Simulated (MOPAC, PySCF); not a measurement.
C10H10Si, SMILES `c12cccccc-2cc(c1)[SiH3]`, neutral singlet in the gas phase. 

Z-matrix (Å, degrees):
```
C
C 1 1.3913
H 2 1.0956 1 115.17
C 2 1.3961 3 115.87 1 -179.96
H 4 1.0935 2 115.78 3 0.02
C 4 1.3959 5 115.68 2 179.99
H 6 1.0949 4 115.02 5 0.01
C 6 1.3973 7 115.00 4 179.98
H 8 1.0935 6 115.65 7 0.00
C 8 1.3947 9 115.79 6 179.99
C 10 1.3928 8 128.97 9 179.93
H 10 1.0956 11 115.16 1 -179.95
C 11 1.4024 10 125.96 12 -0.05
H 13 1.0907 11 124.66 10 -0.23
C 1 1.4041 2 125.91 3 0.05
H 15 1.0906 1 124.73 2 0.22
C 15 1.4103 16 126.07 1 -179.69
Si 17 1.8693 15 125.55 16 -1.51
H 18 1.4944 17 109.76 15 20.37
H 18 1.4951 19 109.29 17 -121.28
H 18 1.4968 19 108.29 20 -117.17
```
Charge 0, spin multiplicity 1.

All levels are single points at this geometry (PBE0-D3(BJ)/def2-SVP); Pople sets use spherical d functions. Orbital energies aren't observables, and empty levels follow the basis.

PBE/6-31G* in PySCF gives HOMO (eV) = -4.73.

### Question
Estimate the HOMO (eV) from each of these levels: PBE-D3(BJ)/def2-TZVP in PySCF; PBE0-D3(BJ)/def2-TZVP in PySCF; ωB97X-D3(BJ)/def2-TZVP in PySCF; B3LYP/3-21G in PySCF; B3LYP/6-31G* in PySCF; BP86/6-31G* in PySCF; M06-2X/6-31G* in PySCF; SVWN5/6-31G* in PySCF; HF/STO-3G in PySCF; PM3 in MOPAC; PM6 in MOPAC; PM7 in MOPAC.

### Answer

| level | HOMO (eV) |
|---|---|
| PBE-D3(BJ)/def2-TZVP in PySCF | -5.06 |
| PBE0-D3(BJ)/def2-TZVP in PySCF | -5.84 |
| ωB97X-D3(BJ)/def2-TZVP in PySCF | -7.75 |
| B3LYP/3-21G in PySCF | -5.39 |
| B3LYP/6-31G* in PySCF | -5.32 |
| BP86/6-31G* in PySCF | -4.82 |
| M06-2X/6-31G* in PySCF | -6.50 |
| SVWN5/6-31G* in PySCF | -4.90 |
| HF/STO-3G in PySCF | -4.96 |
| PM3 in MOPAC | -7.90 |
| PM6 in MOPAC | -8.07 |
| PM7 in MOPAC | -8.16 |
